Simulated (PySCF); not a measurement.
# Electron correlation in Si⁺ (silicon, charge +1)

[Ne] 3s2 3p1, 2P determinant. All numbers are calculated (PySCF 2.14, the non-relativistic Hamiltonian (point nucleus), in def2-SVP (4s3p1d, 18 functions)). Frozen: [Ne]; 3 electrons correlated.

MP2 pair energies summed by pair of shells (mhartree):

| pair | energy | share (%) |
| --- | --- | --- |
| 3s-3s | -20.78 | 59.0 |
| 3s-3p | -14.45 | 41.0 |

Total MP2 correlation energy: -35.22 mhartree.

Same-spin part -2.15 and opposite-spin part -33.08 mhartree; SCS-MP2 scales them by 1/3 and 6/5 to -40.41 mhartree.

| level | correlation energy (mhartree) |
| --- | --- |
| CCSD | -53.01 |
| (T) | -0.66 |
| CCSD(T) | -53.67 |

Diagnostics: T1 = 0.012, D1 = 0.0255, largest double amplitude 0.112.

Cost of the coupled-cluster step: 0.11 s of wall time on 1 thread of Intel(R) Xeon(R) Platinum 8375C CPU @ 2.90GHz (shared host), for 3 correlated electrons.
